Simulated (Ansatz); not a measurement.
Cost and result for the atomization energy of CdFHS, SMILES `[F][Cd][SH]` (4 atoms, 3 bonds).

Charge 0, multiplicity 1. Correlated methods include outer-core shells of Cd, which these sets cover unevenly. Cd: def2 effective core potential. Geometry: relaxed with PBE0-D4/def2-TZVP. It is one conformer, not always the lowest. Program: Ansatz. All runs use 4 threads of an Arm Neoverse V2 on a shared host. Times are those of one run each, without the atoms' runs, and a repeat can differ threefold. Electronic energies, without spin–orbit coupling; frozen cores. CCSD(T)/CBS adds CCSD(T) − MP2 in def2-TZVPP to the MP2 limit, and its time is that of the two runs behind it. T1 = 0.016. With those shells the extrapolation isn't a true limit. B3LYP takes the VWN-RPA correlation (the form of Gaussian; ORCA's B3LYP/G). HSE06 is the plane-wave form, built on full-range PBE exchange.

CCSD(T)/CBS is a level of theory with its own doubt, some kJ/mol a heavy atom from the limit and from the frozen cores, so smaller differences don't rank the functionals.

```json
{"level": "LDA (SPW92)/def2-TZVPP", "functions": "143", "wall time": "0.55 s", "atomization (kcal/mol)": "261.4", "difference from CCSD(T)/CBS": "41.6", "per bond": "13.9"}
{"level": "revPBE-D4/def2-TZVPP", "functions": "143", "wall time": "0.8 s", "atomization (kcal/mol)": "214.5", "difference from CCSD(T)/CBS": "-5.3", "per bond": "-1.8"}
{"level": "BLYP-D4/def2-TZVPP", "functions": "143", "wall time": "0.9 s", "atomization (kcal/mol)": "213.6", "difference from CCSD(T)/CBS": "-6.2", "per bond": "-2.1"}
{"level": "PBE-D4/def2-TZVPP (with forces)", "functions": "143", "wall time": "0.95 s", "atomization (kcal/mol)": "223.3", "difference from CCSD(T)/CBS": "3.5", "per bond": "1.1"}
{"level": "CCSD(T)/def2-SVP", "functions": "68", "wall time": "0.95 s", "atomization (kcal/mol)": "195.7", "difference from CCSD(T)/CBS": "-24.1", "per bond": "-8.0"}
{"level": "HSE06-D4/def2-TZVPP", "functions": "143", "wall time": "1.1 s", "atomization (kcal/mol)": "215.9", "difference from CCSD(T)/CBS": "-3.9", "per bond": "-1.3"}
{"level": "CAM-B3LYP-D4/def2-TZVPP", "functions": "143", "wall time": "1.1 s", "atomization (kcal/mol)": "216.9", "difference from CCSD(T)/CBS": "-2.9", "per bond": "-1.0"}
{"level": "B3LYP-D4/def2-TZVPP (with forces)", "functions": "143", "wall time": "1.3 s", "atomization (kcal/mol)": "211.8", "difference from CCSD(T)/CBS": "-8.0", "per bond": "-2.7"}
{"level": "B2PLYP/def2-TZVPP", "functions": "143", "wall time": "1.9 s", "atomization (kcal/mol)": "210.6", "difference from CCSD(T)/CBS": "-9.2", "per bond": "-3.1"}
{"level": "MP2/def2-QZVPP", "functions": "245", "wall time": "3.4 s", "atomization (kcal/mol)": "222.5", "difference from CCSD(T)/CBS": "2.7", "per bond": "0.9"}
{"level": "ωB97M-V/def2-TZVPP (with forces)", "functions": "143", "wall time": "3.9 s", "atomization (kcal/mol)": "222.2", "difference from CCSD(T)/CBS": "2.4", "per bond": "0.8"}
{"level": "CCSD(T)/def2-TZVPP", "functions": "143", "wall time": "9 s", "atomization (kcal/mol)": "207.2", "difference from CCSD(T)/CBS": "-12.6", "per bond": "-4.2"}
{"level": "CCSD(T)/CBS(def2)", "functions": "–", "wall time": "12 s", "atomization (kcal/mol)": "219.8", "difference from CCSD(T)/CBS": "0.0", "per bond": "0.0"}
```

From BLYP to BHLYP (50 % exact exchange), in def2-TZVPP and without D4, the atomization energy moves by −10.0 kcal/mol: exact exchange takes away binding that semilocal exchange gives to molecules. The D4 term adds +2.7 kcal/mol with B3LYP and +1.4 kcal/mol with PBE0; it sums over pairs of atoms, weighted by their polarisabilities, and B3LYP, whose exchange is more repulsive, gets the larger term. In def2-TZVPP, CCSD(T) changes the Hartree–Fock value by +66.0 kcal/mol (the triples alone add +5.2 kcal/mol) and MP2 by +73.1 kcal/mol; breaking electron pairs costs correlation energy, which Hartree–Fock lacks.
